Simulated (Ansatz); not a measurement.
Basis-set extrapolation for C2H9BSSi (`CBS[SiH2]C`) (PBE0-D4/def2-TZVP geometry, frozen core, the Gaussian-basis code of Ansatz). Multiplicity 1, RHF reference.

```tsv
	def2-TZVPP	def2-QZVPP
HF	-792.254132	-792.279216
MP2 correlation	-0.760761	-0.814523
CCSD(T) correlation	-0.863249	not run
```

Energies in hartree. Use E(X) = E(∞) + A·exp(−7.88·√X) for Hartree–Fock and E(X) = E(∞) + B·X^(−2.97) for correlation, with X = 3 and 4, and add CCSD(T) minus MP2 of the smaller set to the MP2 limit.

Question: What is the CCSD(T) energy at the basis-set limit?

Answer: HF limit: -792.279216 + (-0.025084) × 0.13774 = -792.28267. MP2 limit: -0.814523 + (-0.053762) × 0.74074 = -0.85435. Higher-order term: -0.863249 − (-0.760761) = -0.10249. Total: -793.23951 hartree, 3.32 eV below CCSD(T)/def2-TZVPP.
